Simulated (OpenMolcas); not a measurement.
**W5+: moving the ligands**

W5+ with 6 ligands (fluoride) in octahedral coordination (Oh) at 1.93 Å. A charge of +0.167 e stands 3.2 Å behind each ligand. Ligand basis ANO-RCC-VDZP.

```
Program             : OpenMolcas 26.06
Method              : SS-CASPT2, IPEA 0.25 Eh, imaginary shift 0.1 Eh (the lowest 17 gerade and 15 ungerade orbitals frozen, chosen by energy and not by shell, so the metal 5p can be frozen and 4f correlated)
Basis               : ANO-RCC-VDZP [7s6p4d2f1g]
Scalar Hamiltonian  : DKH2, point nucleus
Active space        : 1 electron in 5 orbitals (5d)
State averaging     : 2S+1 = 2 even, 5 roots
Spin-orbit coupling : RASSI with atomic mean-field integrals over the reference wave functions
```

Runs around this geometry, states (labels of O, the rotations of Oh). Energies in cm-1 above the lowest state or level, χT in cm3 K/mol; under a threefold ground state the first gap can be a small split of the lowest multiplet, not the spin-orbit step; 10Dq is the gap between the two states.

| R (Å) | Ground state | First state of that spin | 10Dq | First gap with spin-orbit (degeneracies) | χT at 300 K |
| --- | --- | --- | --- | --- | --- |
| 1.89 | 2T2 | 2E 42320 | 42322 | 4900 (4, 2) | 0.034 |
| 1.93 | 2T2 | 2E 38930 | 38930 | 4940 (4, 2) | 0.034 |
| 2.01 | 2T2 | 2E 33460 | 33461 | 5030 (4, 2) | 0.036 |

Taking |10Dq| as R^-n, n = -ln(33461 / 42322) / ln(2.01 / 1.89) = 3.8 between the shortest and longest distance. The point-charge formula for a cubic d site gives n = 5.

Roots that are degenerate in the reference are averaged as groups; the widest CASPT2 spread within a group is 78 cm-1 (the 3-fold group of multiplicity 2 near 0 cm-1 above the lowest state of its run, R = 2.01). Shifts and gaps below about the spread of the groups concerned are not significant. Over all roots computed the reference weight is 0.70 to 0.71 in R = 1.89, 0.70 in R = 1.93, 0.69 in R = 2.01; a low but even weight reflects the number of correlated electrons. An orbital triplet at a regular site is open to Jahn-Teller coupling, which can distort the site and quench the lowest spin-orbit gaps and is left out. Ligand-to-metal charge-transfer states are missing. With one d shell and no ligand orbital active, 10Dq can be off by a tenth or more. The least metal-like active orbital is 71 % on the metal (Löwdin) and no ligand orbital is active, so the numbers are rough (holds for R = 1.89). The least metal-like active orbital is 72 % on the metal (Löwdin) and no ligand orbital is active, so the numbers are rough (holds for R = 1.93). The least metal-like active orbital is 73 % on the metal (Löwdin) and no ligand orbital is active, so the numbers are rough (holds for R = 2.01). No measured value stands beside these numbers; the geometry is a model, was not optimised and need not be the one that this ion takes.
